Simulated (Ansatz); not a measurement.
`N=C(Br)C=O` + HCl → `N=C(Cl)C=O` + HBr  (substitution at a C–Br bond)

Program: Ansatz. Geometries: PBE0-D4/def2-TZVP. ΔE: electronic, gas phase. CCSD(T)/CBS is the MP2 limit (def2-TZVPP, def2-QZVPP) plus CCSD(T) − MP2 in def2-TZVPP, frozen cores. This one scheme is used for every species. For Br outer-core shells are correlated without core-valence functions, which leaves a few kJ/mol of doubt a bond. Scalar relativity is left out up to krypton. One conformer a species, not always the lowest.

`N=C(Br)C=O`:

Cartesian coordinates in Å:
```
N 0.650 -0.127 -1.251
C 0.043 0.286 -0.239
Br -0.570 2.064 0.063
C -0.249 -0.691 0.871
O -0.819 -0.416 1.882
H 0.813 0.585 -1.960
H 0.132 -1.701 0.633
```

HCl:

Z-matrix (Å, degrees):
```
Cl
H 1 1.279
```

`N=C(Cl)C=O`:

```xyz
7

N     1.295   -0.261    0.487
C     0.168   -0.347   -0.053
Cl   -0.481   -1.737   -0.862
C    -0.736    0.858   -0.013
O    -1.828    0.897   -0.492
H     1.844   -1.116    0.418
H    -0.262    1.706    0.515
```

HBr:

Z-matrix (Å, degrees):
```
Br
H 1 1.420
```

```csv
level,ΔE (eV)
CCSD/def2-TZVPP,0.06
CCSD/CBS(def2),0.05
```

Q: What does CCSD(T)/CBS give? (An estimate is asked.)

A: Ansatz gave: +0.05 eV. The listed levels differ from it by 0.01, 0.00 eV.

Largest T1 diagnostic among the species: 0.014.

In def2-TZVPP, CCSD(T) changes the Hartree–Fock value by +0.08 eV (the triples alone add +0.01 eV) and MP2 by +0.10 eV. At CCSD(T), def2-SVP lies −0.09 eV from the extrapolated value and def2-TZVPP +0.01 eV.
